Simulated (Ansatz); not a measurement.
C₂H₃Cl₃OSi (`C=CO[Si](Cl)(Cl)Cl`). The species carries charge 0 and has multiplicity 1. The structure was optimised at the PBE0-D4/def2-TZVP level. It is one conformer, not always the lowest.

```xyz
10

C    -0.563   -0.794   -1.400
C    -0.721   -1.079   -0.118
O    -0.231   -0.369    0.937
Si    0.672    0.974    1.015
Cl   -0.278    2.543    0.154
Cl    0.955    1.339    2.978
Cl    2.459    0.707    0.099
H    -0.006    0.066   -1.751
H    -1.008   -1.446   -2.138
H    -1.280   -1.942    0.225
```

Question: What is the dipole moment at B3LYP/def2-TZVPP? (Best estimate.)

Answer: Ansatz gave: 1.26 D, with components (-0.57, -0.84, -0.74) D in this frame, pointing from negative to positive charge.

Question: And with PBE, r2SCAN, ωB97M-V? (Estimate.)

Answer: The calculation gave: PBE 1.16 D, r2SCAN 1.23 D, ωB97M-V 1.27 D.

Question: Give the Mulliken charges with B3LYP, r2SCAN, ωB97M-V in def2-TZVPP. (An estimate is asked.)

Answer: Ansatz gave: 
```tsv
atom	B3LYP	r2SCAN	ωB97M-V
C1	-0.21	-0.18	-0.21
C2	0.06	0.09	0.06
O3	-0.29	-0.30	-0.29
Si4	0.69	0.71	0.58
Cl5	-0.19	-0.19	-0.15
Cl6	-0.17	-0.17	-0.14
Cl7	-0.19	-0.19	-0.15
H8	0.09	0.07	0.08
H9	0.10	0.08	0.10
H10	0.12	0.09	0.11
```

B3LYP here is the variant with VWN-RPA as its local correlation; programs differ in this.
